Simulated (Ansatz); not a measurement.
The first iterations of a band of CH$_{4}$FGaN$_{2}$O (10 atoms, charge 0, multiplicity 1).

Method: RKS BHLYP/def2-SVP in Ansatz.

```
movable images  : 5
climbing image  : yes
spring          : 5.0 eV/Å²
optimiser       : quadratic models (default)
start path      : through a guess of the saddle point
force threshold : 0.2 eV/Å
iteration limit : 60
end points      : relaxed
```

Initial state:

```xyz
10
Properties=species:S:1:pos:R:3
N 0.102 -1.672 0.897
C 0.141 -0.500 0.254
F -0.423 1.435 -2.546
N -0.758 0.462 0.333
Ga 0.288 1.534 -0.947
O 1.119 -0.227 -0.514
H 0.831 -2.337 0.719
H -0.672 -1.934 1.477
H -1.596 0.372 0.876
H 1.051 2.816 -0.547
```

Final state:

```xyz
10
Properties=species:S:1:pos:R:3
N -0.185 -1.563 0.511
C -0.109 -0.418 -0.316
F -0.626 -0.802 -1.523
N -0.804 0.721 0.208
Ga 0.629 1.783 -0.130
O 1.169 0.086 -0.545
H 0.309 -2.330 0.076
H 0.241 -1.371 1.404
H -1.789 0.663 0.392
H 1.247 3.179 -0.074
```

| iteration | highest image above the first end (eV) | largest band force component (eV/Å) |
| --- | --- | --- |
| 1 | 7.137 | 20.171 |
| 2 | 4.853 | 3.530 |
| 3 | 3.989 | 2.651 |
| 4 | 3.535 | 1.558 |

Problem. Does the band converge within its limit, and where does its top end?

Solution. The run converged. It ended after 13 iterations with the highest image 3.044 eV above the first end. The threshold of 0.2 eV/Å is loose, so the images may lie well off the minimum-energy path. The profile has 2 maxima (images 3, 5) with wells between them (image 4): this band takes more than one step, which may be the mechanism or a detour left from its start path. Neighbouring images differ by up to 2.4 eV, so the band resolves the path poorly. The order of the stationary point at the top wasn't checked. The orbitals stay closed-shell, which can raise the energy where a bond breaks towards radicals; this wasn't checked here.

Run time: 4.5 min on 2 threads of Arm Neoverse V2, with other jobs on the host, peak memory 0.33 GiB.
